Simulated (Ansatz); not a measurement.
Molecule: sum formula HBO, net charge 1, doublet state. 
Coordinates optimised at B3LYP-D3(BJ)/def2-TZVP (Ansatz, an electronic-structure program):
```xyz
3

B      0.0000     0.0000    -0.8499
O      0.0000     0.0000     0.3642
H      0.0000     0.0000     1.3361
```
Charge +1, spin multiplicity 2.

Basis-set convergence of Hartree-Fock and CCSD(T) correlation energies (hartree) with Ansatz. Valence correlation only, unless marked. Open shells are spin-unrestricted. No spin-orbit coupling. Non-relativistic.

| basis | functions | E(HF) | E(corr, CCSD(T)) |
|---|---|---|---|
| def2-SVPD | 51 | -99.72023 | -0.24477 |
| def2-TZVPPD | 94 | -99.83525 | -0.29507 |
| def2-QZVPPD | 162 | -99.84024 | -0.31578 |

Extrapolating the two largest sets (X = 3 and 4) as X^-3: E(corr) = (64·(-0.31578) - 27·(-0.29507))/37 = -0.3309 Eh, an estimate of the basis-set limit. The largest set recovers 95.4 % of it, the smallest 74.0 %.
